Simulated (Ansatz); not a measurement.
A run for Ansatz (a program for electronic structure): U-revPBE/def2-TZVPP on C2H6In (SMILES [CH3][In][CH3]). Elements past Kr take the def2 small-core potentials; no spin–orbit coupling.

Ansatz 0.2 input:
```yaml
crystal:
  periodic: [false, false, false]
  atoms:
    - {symbol: C, position_ang: [1.86998459, 0.02376672, 0.31605669]}
    - {symbol: In, position_ang: [0.17508705, 0.52826783, -1.04740406]}
    - {symbol: C, position_ang: [-1.86770500, -0.01706191, -0.32926956]}
    - {symbol: H, position_ang: [1.86321781, -1.05635519, 0.47481852]}
    - {symbol: H, position_ang: [2.82806113, 0.33107867, -0.09600595]}
    - {symbol: H, position_ang: [1.69614825, 0.52734328, 1.26897940]}
    - {symbol: H, position_ang: [-1.88424128, -1.09355737, -0.14832464]}
    - {symbol: H, position_ang: [-2.63631526, 0.24909880, -1.05070628]}
    - {symbol: H, position_ang: [-2.04403729, 0.50741917, 0.61185589]}
basis:
  gaussian:
    orbitals: def2-TZVPP
hamiltonian:
  xc: {name: revPBE}
magnetization: {spin_polarized: true, initial_magnetization: 1}
```

### Question
What total energy does the run end on?

### Answer
-269.9789 hartree.
